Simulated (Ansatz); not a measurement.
Born–Oppenheimer molecular dynamics of C3H10Si (14 atoms, charge 0, multiplicity 1). It starts at the highest image of a converged band. Of that band: Neighbouring images differ by up to 2.9 eV, so the band resolves the path poorly. A vibrational analysis at the climbing image gives one clearly imaginary mode, 1408i cm⁻¹: a first-order saddle point.

These are results of Ansatz 0.2.0, RKS PBE-D4/def2-SVP, not measurements.

```json
{
  "ensemble": "NVE (velocity Verlet)",
  "time step": "0.5 fs",
  "steps asked": "200",
  "starting velocities drawn for": "100 K",
  "seed": "4015"
}
```

First frame:

```xyz
14
Properties=species:S:1:pos:R:3
Si 0.095 0.072 -0.081
H 0.108 -1.814 -0.159
C 1.436 0.294 -1.201
H 0.804 -1.307 -0.725
C 0.362 0.155 1.770
C -1.681 0.246 -0.645
H 1.266 0.473 -2.275
H 2.470 0.427 -0.843
H -0.369 -0.468 2.324
H 0.254 1.209 2.104
H 1.389 -0.177 2.024
H -2.361 -0.415 -0.070
H -1.769 0.006 -1.723
H -2.006 1.298 -0.501
```

(1) What does the run give?

(2) What happens to the structure?

(3) How do temperature and energy run in time?

## Answers

(1) The run went to its last step.

```yaml
steps_done: 200
time_covered: 100 fs
mean_temperature_over_the_second_half: 692 K
spread_of_the_potential_energy_over_the_second_half: 1.6 meV per atom
mean_potential_energy_of_the_second_half_above_the_start: -65.5 meV per atom
```

The conserved energy stayed within 0.054 meV per atom of its start (net change 0.0055 meV per atom), so the integration is sound. The kinetic energy rose, since the run started high on the potential surface and went downhill. It ends in pieces (C3H8Si + H2), so much of that is their flight and rotation, not heat. A run of 0.1 ps of so small a system gives no equilibrium averages. The orbitals stay closed-shell, which can raise the energy where a bond breaks towards radicals; this wasn't checked here.

(2) Between its relaxed ends the band would form H2–H4 and break Si1–H2, C3–H4. These pairs go: H2–H4 1.03 → 0.76 Å, Si1–H2 1.89 → 10.29 Å, C3–H4 1.79 → 10.81 Å. In the last frame they stand as after the step (other bonds may differ from the relaxed reactants and products). Also parted: Si1–H4 1.68 → 10.16 Å. It ends as C3H8Si + H2. Pairs count as bonded within 1.25 times the sum of covalent radii (0.12 Å more for H–H). The details hang on the random start.

(3) 
```tsv
time (fs)	T (K)	potential energy less start (eV)	conserved less start (meV/atom)
0	100	0.000	0.00
3	79	0.033	0.04
6	105	-0.008	0.02
9	181	-0.125	0.04
12	346	-0.382	0.00
15	494	-0.611	0.01
18	610	-0.790	0.00
21	695	-0.923	-0.01
24	739	-0.991	0.02
27	766	-1.033	0.00
30	755	-1.015	0.02
33	761	-1.025	-0.01
36	732	-0.981	0.03
39	714	-0.952	0.02
42	691	-0.916	0.02
45	701	-0.932	0.01
48	714	-0.952	0.01
51	706	-0.940	0.03
54	700	-0.931	0.01
57	700	-0.930	0.01
60	711	-0.948	0.00
63	700	-0.930	0.02
66	687	-0.911	0.02
69	694	-0.922	0.01
72	710	-0.946	0.00
75	705	-0.939	0.01
78	688	-0.912	0.03
81	683	-0.904	0.02
84	686	-0.909	0.00
87	675	-0.891	0.01
90	658	-0.865	0.02
93	662	-0.872	0.03
96	696	-0.925	-0.01
99	699	-0.929	0.01
```

The run took 4.3 min on 2 threads of Intel(R) Xeon(R) Platinum 8488C (Sapphire Rapids), on a shared host, peak memory 0.16 GiB.
